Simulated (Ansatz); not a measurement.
Calculated with Ansatz (gas phase, PBE0-D4/def2-TZVP geometries, no zero-point term in ΔE). CBS: MP2 limit from def2 TZ/QZ plus the TZ coupled-cluster correction, frozen cores. This one scheme is used for every species. Functionals use def2-TZVPP. B3LYP here is the variant with VWN-RPA as its local correlation; programs differ in this. HSE06 is defined as in plane-wave codes. For Se outer-core shells are correlated without core-valence functions, which leaves a few kJ/mol of doubt a bond. Scalar relativity is left out up to krypton. One conformer a species, not always the lowest.

Reaction (ligand exchange at the Se–Si bond): `[SeH][SiH]1BS1` + PH₃ → `P[SeH]` + `B1[SiH2]S1`

```
             level  ΔE (kcal/mol)  difference from CCSD(T)/CBS
       LDA (SPW92)           12.5                          0.0
            PBE-D4           12.0                         -0.5
         revPBE-D4           11.9                         -0.6
           BLYP-D4           11.4                         -1.1
         r2SCAN-D4           12.4                         -0.1
           PBE0-D4           12.3                         -0.2
          B3LYP-D4           11.7                         -0.8
        r2SCANh-D4           12.5                          0.0
        r2SCAN0-D4           12.5                          0.0
          HSE06-D4           12.3                         -0.2
          BHLYP-D4           12.1                         -0.4
      CAM-B3LYP-D4           11.9                         -0.6
           ωB97X-V           11.9                         -0.6
           ωB97M-V           12.0                         -0.5
            B2PLYP           11.8                         -0.7
          PBE-QIDH           12.7                          0.2
               PBE           11.4                         -1.1
            revPBE           11.1                         -1.4
            r2SCAN           12.2                         -0.3
              PBE0           11.7                         -0.8
             B3LYP           10.8                         -1.7
           r2SCANh           12.2                         -0.3
           r2SCAN0           12.3                         -0.2
             HSE06           11.7                         -0.8
             BHLYP           11.1                         -1.4
           LC-ωPBE           12.1                         -0.4
       HF/def2-SVP           11.7                         -0.8
      MP2/def2-SVP           14.5                          2.0
     CCSD/def2-SVP           13.3                          0.8
  CCSD(T)/def2-SVP           13.5                          1.0
     HF/def2-TZVPP           10.8                         -1.7
    MP2/def2-TZVPP           13.6                          1.1
SCS-MP2/def2-TZVPP           12.6                          0.1
   CCSD/def2-TZVPP           12.5                          0.0
CCSD(T)/def2-TZVPP           12.8                          0.3
     HF/def2-QZVPP           10.5                         -2.0
    MP2/def2-QZVPP           13.3                          0.8
      HF/CBS(def2)           10.5                         -2.0
     MP2/CBS(def2)           13.3                          0.8
    CCSD/CBS(def2)           12.2                         -0.3
       CCSD(T)/CBS           12.5                            0
```

Largest T1 diagnostic among the species: 0.017.

Leaving LDA and LC-ωPBE aside and taking each functional with its dispersion term where it has one, the values spread over 1.3 kcal/mol, from BLYP-D4 to PBE-QIDH. LDA lies +1.0 kcal/mol from PBE without D4. The D4 term adds +1.0 kcal/mol with B3LYP and +0.6 kcal/mol with PBE0; it sums over pairs of atoms, weighted by their polarisabilities, and B3LYP, whose exchange is more repulsive, gets the larger term. At CCSD(T), def2-SVP lies +1.0 kcal/mol from the extrapolated value and def2-TZVPP +0.3 kcal/mol.
